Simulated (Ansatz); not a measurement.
`C[SiH2][GaH2]` + PH₃ → `[PH2][GaH2]` + `C[SiH3]` at 600 K and 1 bar (cleavage of the Ga–Si bond).

Computed with Ansatz on PBE0-D4/def2-TZVP structures; ΔE is electronic, products minus reactants. CBS: MP2 limit from def2 TZ/QZ plus the TZ coupled-cluster correction, frozen cores. This one scheme is used for every species. For Ga outer-core shells are correlated without core-valence functions, which leaves a few kJ/mol of doubt a bond. Scalar relativity is left out up to krypton.

| species | CCSD(T)/CBS energy (Eh) | H − E (kJ/mol) | S (J/(mol·K)) |
| --- | --- | --- | --- |
| `C[SiH2][GaH2]` | -2255.26778 | 234.0 | 434.2 |
| PH₃ | -342.72256 | 86.3 | 240.2 |
| `[PH2][GaH2]` | -2267.26620 | 120.0 | 347.4 |
| `C[SiH3]` | -330.73916 | 199.7 | 315.0 |

H − E and S are ideal-gas, rigid-rotor, harmonic terms from PBE0-D4/def2-TZVP. 1 Eh = 2625.50 kJ/mol, R = 8.31446 J/(mol·K).

Task: By hand: ΔE, ΔH, ΔS and ΔG.

Result: ΔE = (-2267.26620) + (-330.73916) − (-2255.26778) − (-342.72256) = -0.01502 Eh = -39.4 kJ/mol. Δ(H − E) = 120.0 + 199.7 − 234.0 − 86.3 = -0.6, so ΔH = -40.0 kJ/mol. ΔS = 347.4 + 315.0 − 434.2 − 240.2 = -12.0 J/(mol·K). ΔG = -40.0 − 600 × (-12.0)/1000 = -32.8 kJ/mol.

Task: By hand: the equilibrium constant, and the temperature at which ΔG would vanish if ΔH and ΔS stayed fixed.

Result: log₁₀ K = −ΔG/(RT ln 10) = 2.9. ΔG = 0 at ΔH/ΔS = 3333 K, far beyond where these terms or the molecules hold.

The number of gas molecules stays the same, so ΔS is small and ΔH decides. A doubt of 5 kJ/mol in ΔE shifts log₁₀ K by 0.4 here. Modes under 60 cm⁻¹, often nearly free rotors, make the harmonic entropy too high. These are equilibria of isolated gas molecules and say nothing of rates. Largest T1 diagnostic: 0.014 (customary marks: 0.02 for closed shells, 0.045 for open ones).
